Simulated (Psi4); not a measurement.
Job for Psi4: SAPT0/aug-cc-pVDZ on AlAsH6 (a complex), monomers drawn apart or pushed together.

```
memory 8100 MB

molecule dimer {
0 1
Al    0.28219905    0.62545735    0.56096258
H    -0.54047815   -0.29260812   -0.44148129
H    -0.24747156    2.09128831    0.86980076
H     1.81159463    0.28935591    0.83026113
--
0 1
As   -1.39898946   -1.38171458    4.58885008
H    -0.93388475   -0.88173212    5.93668585
H    -1.17987396   -2.85319106    4.85293518
H    -2.88029687   -1.36015760    4.88588527
units angstrom
symmetry c1
no_reorient
no_com
}

set {
  basis aug-cc-pVDZ
  scf_type df
  freeze_core true
}

energy('sapt0')
```

It printed:

```
[...]
==> Input File <==

--------------------------------------------------------------------------
memory 8100 MB

molecule dimer {
0 1
Al    0.28219905    0.62545735    0.56096258
H    -0.54047815   -0.29260812   -0.44148129
H    -0.24747156    2.09128831    0.86980076
H     1.81159463    0.28935591    0.83026113
--
0 1
As   -1.39898946   -1.38171458    4.58885008
H    -0.93388475   -0.88173212    5.93668585
H    -1.17987396   -2.85319106    4.85293518
H    -2.88029687   -1.36015760    4.88588527
units angstrom
symmetry c1
no_reorient
no_com
}

set {
  basis aug-cc-pVDZ
  scf_type df
  freeze_core true
}

energy('sapt0')
--------------------------------------------------------------------------


   => Loading Basis Set <=

    Name: AUG-CC-PVDZ
    Role: ORBITAL
    Keyword: BASIS
    atoms 1        entry AL         line   504 file aug-cc-pvdz.gbs
    atoms 2-4, 6-8 entry H          line    40 file aug-cc-pvdz.gbs
    atoms 5        entry AS         line  3108 file aug-cc-pvdz.gbs

   => Loading Basis Set <=

    Name: AUG-CC-PVDZ
    Role: ORBITAL
    Keyword: BASIS
    atoms 1        entry AL         line   504 file aug-cc-pvdz.gbs
    atoms 2-4, 6-8 entry H          line    40 file aug-cc-pvdz.gbs
    atoms 5        entry AS         line  3108 file aug-cc-pvdz.gbs


  //>>>>>>>>>>>>>>>>>>>>>>>>>>>>>>>>>>>//
  //              Dimer HF             //
  //<<<<<<<<<<<<<<<<<<<<<<<<<<<<<<<<<<<//

   => Libint2 <=

    Primary   basis highest AM E, G, H:  7, 6, 3
    Auxiliary basis highest AM E, G, H:  7, 7, 4
    Onebody   basis highest AM E, G, H:  -, -, -
    Solid Harmonics ordering:            Gaussian


   => Loading Basis Set <=

    Name: AUG-CC-PVDZ
    Role: ORBITAL
    Keyword: BASIS
    atoms 1        entry AL         line   504 file aug-cc-pvdz.gbs
    atoms 2-4, 6-8 entry H          line    40 file aug-cc-pvdz.gbs
    atoms 5        entry AS         line  3108 file aug-cc-pvdz.gbs


         ---------------------------------------------------------
                                   SCF
               by Justin Turney, Rob Parrish, Andy Simmonett
                          and Daniel G. A. Smith
                              RHF Reference
                        4 Threads,   7724 MiB Core
         ---------------------------------------------------------

  ==> Geometry <==

    Molecular point group: c1
    Full point group: C1

    Geometry (in Angstrom), charge = 0, multiplicity = 1:

       Center              X                  Y                   Z               Mass
    ------------   -----------------  -----------------  -----------------  -----------------
         AL           0.282199050000     0.625457350000     0.560962580000    26.981538530000
         H           -0.540478150000    -0.292608120000    -0.441481290000     1.007825032230
         H           -0.247471560000     2.091288310000     0.869800760000     1.007825032230
         H            1.811594630000     0.289355910000     0.830261130000     1.007825032230
         AS          -1.398989460000    -1.381714580000     4.588850080000    74.921594570000
         H           -0.933884750000    -0.881732120000     5.936685850000     1.007825032230
         H           -1.179873960000    -2.853191060000     4.852935180000     1.007825032230
         H           -2.880296870000    -1.360157600000     4.885885270000     1.007825032230

  Running in c1 symmetry.

  Rotational constants: A =      0.49300  B =      0.00853  C =      0.00844 [cm^-1]
  Rotational constants: A =  14779.74467  B =    255.83702  C =    253.08434 [MHz]
  Nuclear repulsion =  110.634624319327045

  Charge       = 0
  Multiplicity = 1
  Electrons    = 52
  Nalpha       = 26
  Nbeta        = 26

  ==> Algorithm <==

  SCF Algorithm Type is DF.
  DIIS enabled.
  MOM disabled.
  Fractional occupation disabled.
  Guess Type is SAD.
  Energy threshold   = 1.00e-08
  Density threshold  = 1.00e-08
  Integral threshold = 1.00e-12

  ==> Primary Basis <==

  Basis Set: AUG-CC-PVDZ
    Blend: AUG-CC-PVDZ
    Number of shells: 55
    Number of basis functions: 117
    Number of Cartesian functions: 122
    Spherical Harmonics?: true
    Max angular momentum: 2

   => Loading Basis Set <=

    Name: (AUG-CC-PVDZ AUX)
    Role: JKFIT
    Keyword: DF_BASIS_SCF
    atoms 1        entry AL         line   444 file aug-cc-pvdz-jkfit.gbs
    atoms 2-4, 6-8 entry H          line    70 file aug-cc-pvdz-jkfit.gbs
    atoms 5        entry AS         line  1158 file aug-cc-pvdz-jkfit.gbs

  ==> Integral Setup <==

  DFHelper Memory: AOs need 0.055 GiB; user supplied 5.658 GiB.
  SCF_SUBTYPE=INCORE selected. In-core MEM_DF algorithm will be used.
  Using in-core AOs.

  ==> MemDFJK: Density-Fitted J/K Matrices <==

    J tasked:                   Yes
    K tasked:                   Yes
    wK tasked:                   No
    OpenMP threads:               4
    Algorithm:                 Core
    Schwarz Cutoff:           1E-12
    Mask sparsity (%):       2.9367
    Fitting Con
[...]
   2.042016
     100A      2.042022   101A      2.153399   102A      2.190510
     103A      2.242292   104A      2.242314   105A      2.247929
     106A      2.281316   107A      2.281321   108A      2.290306
     109A      2.290313   110A      2.334035   111A      2.625739
     112A      2.625740   113A      3.630241   114A     10.932569
     115A     11.601600   116A     11.601617   117A     88.315499

    Final Occupation by Irrep:
              A
    DOCC [    18 ]
    NA   [    18 ]
    NB   [    18 ]

  @DF-RHF Final Energy: -2235.32101498495422

   => Energetics <=

    Nuclear Repulsion Energy =             35.3740235240640217
    One-Electron Energy =               -3185.5897495640010675
    Two-Electron Energy =                 914.8947110549826220
    Total Energy =                      -2235.3210149849546724

Computation Completed


Properties will be evaluated at   0.000000,   0.000000,   0.000000 [a0]

Properties computed using the SCF density matrix


 Multipole Moments:

 ------------------------------------------------------------------------------------
     Multipole            Electronic (a.u.)      Nuclear  (a.u.)        Total (a.u.)
 ------------------------------------------------------------------------------------

 L = 1.  Multiply by 2.5417464519 to convert [e a0] to [Debye]
 Dipole X            :         96.6007486          -96.6797261           -0.0789775
 Dipole Y            :         95.6992395          -95.7933579           -0.0941184
 Dipole Z            :       -315.5983767          315.7875199            0.1891432
 Magnitude           :                                                    0.2255457

 ------------------------------------------------------------------------------------

  Constructing Basis Sets for SAPT...

   => Loading Basis Set <=

    Name: (AUG-CC-PVDZ AUX)
    Role: RIFIT
    Keyword: DF_BASIS_SAPT
    atoms 1        entry AL         line   342 file aug-cc-pvdz-ri.gbs
    atoms 2-4, 6-8 entry H          line    30 file aug-cc-pvdz-ri.gbs
    atoms 5        entry AS         line   830 file aug-cc-pvdz-ri.gbs

   => Loading Basis Set <=

    Name: (AUG-CC-PVDZ AUX)
    Role: JKFIT
    Keyword: DF_BASIS_ELST
    atoms 1        entry AL         line   444 file aug-cc-pvdz-jkfit.gbs
    atoms 2-4, 6-8 entry H          line    70 file aug-cc-pvdz-jkfit.gbs
    atoms 5        entry AS         line  1158 file aug-cc-pvdz-jkfit.gbs


  //>>>>>>>>>>>>>>>>>>>>>>>>>>>>>>>>>>>//
  //               SAPT0               //
  //<<<<<<<<<<<<<<<<<<<<<<<<<<<<<<<<<<<//



        SAPT0
    Ed Hohenstein
     6 June 2009

      Orbital Information
  --------------------------
    NSO        =       117
    NMO        =       117
    NRI        =       360
    NRI (Elst) =       514
    NOCC A     =         8
    NOCC B     =        18
    FOCC A     =         5
    FOCC B     =         9
    NVIR A     =       109
    NVIR B     =        99

    Elst10,r            =    -0.002168246301 [Eh]
    Exch10              =     0.000159259252 [Eh]
    Exch10 (S^2)        =     0.000159208242 [Eh]

    Maxiter = 50
    CPHF R converge = 1.000000E-08

    Iter     Energy [mEh]          dE [mEh]         Residual      Time [s]
       1      -0.02485959       0.024859590     5.471603e-04             0
       2      -0.02924056       0.004380973     6.894504e-05             0
       3      -0.02904088      -0.000199686     9.509341e-06             0
       4      -0.02905071       0.000009831     1.446138e-06             0
       5      -0.02905099       0.000000283     1.846414e-07             0
       6      -0.02905077      -0.000000220     1.416419e-08             0
       7      -0.02905079       0.000000018     1.273503e-09             0

    CHF Iterations converged

    Maxiter = 50
    CPHF R converge = 1.000000E-08

    Iter     Energy [mEh]          dE [mEh]         Residual      Time [s]
       1      -0.30532045       0.305320448     2.783593e-03             0
       2      -0.38980314       0.084482688     8.424846e-04             0
       3      -0.39852288       0.008719739     1.759067e-04             0
       4      -0.39729302      -0.001229852     5.110517e-05             0
       5      -0.39705418      -0.000238842     7.955998e-06             0
       6      -0.39712968       0.000075502     1.273878e-06             0
       7      -0.39712257      -0.000007114     2.059332e-07             0
       8      -0.39712325       0.000000679     2.718164e-08             0
       9      -0.39712318      -0.000000063     3.883212e-09             0

    CHF Iterations converged

    Ind20,r (A<-B)      =    -0.000029050788 [Eh]
    Ind20,r (B<-A)      =    -0.000397123184 [Eh]
    Ind20,r             =    -0.000426173972 [Eh]
    Exch-Ind20,r (A<-B) =     0.000004285156 [Eh]
    Exch-Ind20,r (B<-A) =     0.000113646472 [Eh]
    Exch-Ind20,r        =     0.000117931628 [Eh]
    Disp20              =    -0.000566420681 [Eh]
    Disp20 (SS)         =    -0.000283210340 [Eh]
    Disp20 (OS)         =    -0.000283210340 [Eh]
    Exch-Disp20         =     0.000016433264 [Eh]
    Exch-Disp20 (SS)    =     0.000011621023 [Eh]
    Exch-Disp20 (OS)    =     0.000004812241 [Eh]

    SAPT Results
  --------------------------------------------------------------------------------------------------------
    Electrostatics                 -2.16824630 [mEh]      -1.36059510 [kcal/mol]      -5.69272988 [kJ/mol]
      Elst10,r                     -2.16824630 [mEh]      -1.36059510 [kcal/mol]      -5.69272988 [kJ/mol]

    Exchange                        0.15925925 [mEh]       0.09993669 [kcal/mol]       0.41813511 [kJ/mol]
      Exch10                        0.15925925 [mEh]       0.09993669 [kcal/mol]       0.41813511 [kJ/mol]
      Exch10(S^2)                   0.15920824 [mEh]       0.09990468 [kcal/mol]       0.41800118 [kJ/mol]

    Induction                      -0.38285097 [mEh]      -0.24024261 [kcal/mol]      -1.00517509 [kJ/mol]
      Ind20,r                      -0.42617397 [mEh]      -0.26742820 [kcal/mol]      -1.11891961 [kJ/mol]
      Exch-Ind20,r                  0.11793163 [mEh]       0.07400321 [kcal/mol]       0.30962945 [kJ/mol]
      delta HF,r (2)               -0.07460863 [mEh]      -0.04681762 [kcal/mol]      -0.19588493 [kJ/mol]

    Dispersion                     -0.54998742 [mEh]      -0.34512231 [kcal/mol]      -1.44399177 [kJ/mol]
      Disp20                       -0.56642068 [mEh]      -0.35543434 [kcal/mol]      -1.48713729 [kJ/mol]
      Exch-Disp20                   0.01643326 [mEh]       0.01031203 [kcal/mol]       0.04314553 [kJ/mol]
      Disp20 (SS)                  -0.28321034 [mEh]      -0.17771717 [kcal/mol]      -0.74356865 [kJ/mol]
      Disp20 (OS)                  -0.28321034 [mEh]      -0.17771717 [kcal/mol]      -0.74356865 [kJ/mol]
      Exch-Disp20 (SS)              0.01162102 [mEh]       0.00729230 [kcal/mol]       0.03051099 [kJ/mol]
      Exch-Disp20 (OS)              0.00481224 [mEh]       0.00301973 [kcal/mol]       0.01263454 [kJ/mol]

  Total HF                         -2.39183802 [mEh]      -1.50090102 [kcal/mol]      -6.27976986 [kJ/mol]
  Total SAPT0                      -2.94182544 [mEh]      -1.84602333 [kcal/mol]      -7.72376163 [kJ/mol]

  Special recipe for scaled SAPT0 (see Manual):
    Electrostatics sSAPT0          -2.16824630 [mEh]      -1.36059510 [kcal/mol]      -5.69272988 [kJ/mol]
    Exchange sSAPT0                 0.15925925 [mEh]       0.09993669 [kcal/mol]       0.41813511 [kJ/mol]
    Induction sSAPT0               -0.38273758 [mEh]      -0.24017146 [kcal/mol]      -1.00487738 [kJ/mol]
    Dispersion sSAPT0              -0.54997162 [mEh]      -0.34511240 [kcal/mol]      -1.44395028 [kJ/mol]
  Total sSAPT0                     -2.94169625 [mEh]      -1.84594226 [kcal/mol]      -7.72342243 [kJ/mol]
  --------------------------------------------------------------------------------------------------------



*** Psi4 exiting successfully. Buy a developer a beer!
```

The run finished.

Cost: around 23 core-seconds (rough).
